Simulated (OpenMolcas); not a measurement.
# OpenMolcas run: V V

Input:

```
&GATEWAY
Coord
1

V 0.0 0.0 0.0
Basis=ANO-RCC-VDZP
Group=XYZ
NoMove
AngMom=0.0 0.0 0.0
AMFI
&SEWARD
&RASSCF
FileOrb=start.orb
Symmetry=1
Spin=2
nActEl=1 0 0
Inactive=3 6
Ras2=5 0
CIRoot=5 5 1
SDav=5
CIMx=300
Iter=120 100
PrWF=0.3
OrbListing=Nothing
MaxOrb=0
Atom
>>> COPY $Project.JobIph JOB001
&RASSI
NrOfJobIphs=1 5
1 2 3 4 5
IphNames
JOB001
EJob
SpinOrbit
DIPRint=1.0
SOCoupling=1000.0
Subsets=2
MEES
Property=10
'ANGMOM' 1 'ANGMOM' 2 'ANGMOM' 3 'MLTPL  1' 1 'MLTPL  1' 2 'MLTPL  1' 3
'AMFI' 1 'AMFI' 2 'AMFI' 3 'MLTPL  2' 6
SOProperty=3
'ANGMOM' 1 'ANGMOM' 2 'ANGMOM' 3
```

Launched by
```bash
OMP_NUM_THREADS=1 MOLCAS_MEM=1689 MOLCAS_PROJECT=a pymolcas a.inp > a.log  # once for each step of the input, in one work folder
```

A driver script runs the steps one by one and writes start.orb anew before each from the orbitals found so far.

Output, cut to the results:

```
--- SEWARD ---
Basis set label: V.ANO-RCC...5S4P2D1F.

      Electronic valence basis set:
      ------------------
      Associated Effective Charge  23.000000 au
      Associated Actual Charge     23.000000 au
      Nuclear Model: Point charge

      Shell  nPrim  nBasis  Cartesian Spherical Contaminant
         s      21       5        X
         p      15       4        X
         d      10       2                 X
         f       6       1                 X
                  Relativistic Douglas-Kroll-Hess integrals:
                    - DKH order of Hamiltonian: 2
                    - DKH order of Properties : 0
                  Atomic mean-field integrals
--- RASSCF ---
Wave function specifications:
      -----------------------------

      Number of closed shell electrons          18
      Number of electrons in active shells       1
      Max number of holes in RAS1 space          0
      Max nr of electrons in RAS3 space          0
      Number of inactive orbitals                9
      Number of active orbitals                  5
      Number of secondary orbitals              20
      Spin quantum number                      0.5
      State symmetry                             1
Orbital specifications:
      -----------------------

      Symmetry species                           1   2
                                                ag  au
      Frozen orbitals                            0   0
      Inactive orbitals                          3   6
      Active orbitals                            5   0
      RAS1 orbitals                              0   0
      RAS2 orbitals                              5   0
      RAS3 orbitals                              0   0
      Secondary orbitals                         7  13
      Deleted orbitals                           0   0
      Number of basis functions                 15  19
      Number of CSFs                             5
      Number of root(s) required                 5
      Iter CI   SX   CI       RASSCF       Energy    max ROT     max BLB   max BLB  Level Ln srch  Step   QN
          iter iter root      energy       change     param      element    value   shift minimum  type update
 Nr of preliminary CI iterations:   1
        1   1    6    0  -944.40572628    0.00E+00  -3.31E-01*   6  12 2 -5.27E-01*  0.00   0.00    SX    NO
        2   1    5    0  -944.68070562   -2.75E-01*  5.04E-02    4  10 2  8.21E-02*  0.00   0.00    SX    NO
        3   1    5    0  -944.68445508   -3.75E-03* -2.27E-02    6  12 2 -1.30E-02*  0.00   0.00    SX    NO
        4   1    5    0  -944.68486250   -4.07E-04*  8.33E-03    4  10 2  5.05E-03*  0.00   0.00    SX    NO
        5   1    4    0  -944.68491479   -5.23E-05* -2.26E-03    6  12 2 -1.79E-03*  0.00   0.73    QN   YES
        6   1    3    0  -944.68492344   -8.65E-06* -3.46E-05    5  11 2 -1.71E-05   0.00   1.01    QN   YES
        7   1    2    0  -944.68492344   -1.81E-09   1.02E-07    2  11 2  4.93E-07   0.00   1.00    QN   YES
      Convergence after  7 iterations
        8   1    2    0  -944.68492344    1.14E-13   1.02E-07    3   9 1  4.57E-08   0.00   1.00    QN   YES
      Natural orbitals and occupation numbers for root  1
      sym 1:   1.000000   0.000000   0.000000   0.000000   0.000000
      Natural orbitals and occupation numbers for root  2
      sym 1:   0.000000   1.000000   0.000000  -0.000000   0.000000
      Natural orbitals and occupation numbers for root  3
      sym 1:  -0.000000  -0.000000   1.000000   0.000000   0.000000
::    RASSCF root number  1 Total energy:   -944.68492344
::    RASSCF root number  2 Total energy:   -944.68492344
::    RASSCF root number  3 Total energy:   -944.68492344
::    RASSCF root number  4 Total energy:   -944.68492344
::    RASSCF root number  5 Total energy:   -944.68492344

--- RASSI ---
SPIN-FREE ENERGIES:
  (Shifted by EMIN (a.u.) =       -944.6849234409)

 SF State       Relative EMIN(au)   Rel lowest level(eV)    D:o, cm**(-1)      L_eff

     1             0.0000000000        0.0000000000              0.0000         2.0
     2             0.0000000000        0.0000000000              0.0000         2.0
     3             0.0000000000        0.0000000000              0.0000         2.0
     4             0.0000000000        0.0000000000              0.0000         2.0
     5             0.0000000000        0.0000000000              0.0000         2.0
     Dipole printing threshold changed to   1.00000000E+00
Eigenvalues of complex Hamiltonian:
   -----------------------------------
  (Shifted by EMIN (a.u.) =       -944.6849234409)

 SO State       Relative EMIN(au)   Rel lowest level(eV)    D:o, cm**(-1)     J-value

     1            -0.0016130477        0.0000000000              0.0000         1.1
     2            -0.0016130477        0.0000000000              0.0000         1.3
     3            -0.0016130477        0.0000000000              0.0000         1.1
     4            -0.0016130477        0.0000000000              0.0000         1.1
     5             0.0010753652        0.0731554418            590.0384         2.0
     6             0.0010753652        0.0731554418            590.0384         2.0
     7             0.0010753652        0.0731554418            590.0384         1.6
     8             0.0010753652        0.0731554418            590.0384         1.5
     9             0.0010753652        0.0731554418            590.0384         2.3
    10             0.0010753652        0.0731554418            590.0384         2.3
Weights of the five most important spin-orbit-free states for each spin-orbit state.

 SO State  Total energy (au)           Spin-free states, spin, and weights
 -------------------------------------------------------------------------------------------------------
...
```

The J values that RASSI prints are effective ones from its own formula and need not be integers or half-integers; the table below assigns J from the states.

Levels above the lowest, from the spin-orbit matrix, grouped by J:

```
Configuration  Term    J  E (cm-1)  Measured (cm-1)  Term weight %
           3d    2D  3/2       0.0              0.0            100
           3d    2D  5/2       590              625            100
```

Against the measured value (Sugar and Corliss, J. Phys. Chem. Ref. Data 7, 1191 (1978)): 3d 2D 5/2: computed 590, measured 625 cm-1 (-5.6 %).

With one active electron the reference holds no correlation, so core polarisation is missing. The basis is small and was not contracted for so high a charge. Measured partners are found by configuration, term and J. A level has none where our copy of the source lacks it or the pairing is in doubt (some pairs that miss far off the trend of their configuration count as doubtful), and it then counts in no deviation. Only configurations of the active space appear.

The term weight is that of the spin-free term in the level, not the purity of its configuration.
